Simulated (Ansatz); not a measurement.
Mulliken charges of AsH$_{4}$NO, SMILES `N[AsH]O` from B3LYP/def2-TZVPP in Ansatz (PBE0-D4/def2-TZVP geometry).

```json
{"atom": "N1", "x (Å)": "-0.886", "y (Å)": "0.770", "z (Å)": "-0.485", "charge (e)": "-0.403"}
{"atom": "As2", "x (Å)": "-0.401", "y (Å)": "-0.609", "z (Å)": "0.611", "charge (e)": "0.423"}
{"atom": "O3", "x (Å)": "1.353", "y (Å)": "-0.861", "z (Å)": "0.240", "charge (e)": "-0.441"}
{"atom": "H4", "x (Å)": "-1.164", "y (Å)": "0.473", "z (Å)": "-1.409", "charge (e)": "0.128"}
{"atom": "H5", "x (Å)": "-0.228", "y (Å)": "1.535", "z (Å)": "-0.548", "charge (e)": "0.144"}
{"atom": "H6", "x (Å)": "-0.068", "y (Å)": "0.319", "z (Å)": "1.772", "charge (e)": "-0.022"}
{"atom": "H7", "x (Å)": "1.455", "y (Å)": "-1.694", "z (Å)": "-0.228", "charge (e)": "0.171"}
```

**Question.** By hand: the dipole of these point charges (1 e Å = 4.8032 D).

**Answer.** Σ q r = (-0.341, -0.203, 0.011) e Å, of length 0.397 e Å = 1.91 D.

**Question.** How does the dipole of the full density compare? (An estimate is asked.)

**Answer.** The calculation gave: (-0.060, -0.119, -0.270) e Å, 1.45 D; the point charges give 1.32 times that, at 70° from its direction.

Point charges leave out the atoms' own dipoles, such as those of lone pairs, and Mulliken's split depends on the basis, so the two needn't agree.

B3LYP here is the variant with VWN-RPA as its local correlation; programs differ in this.
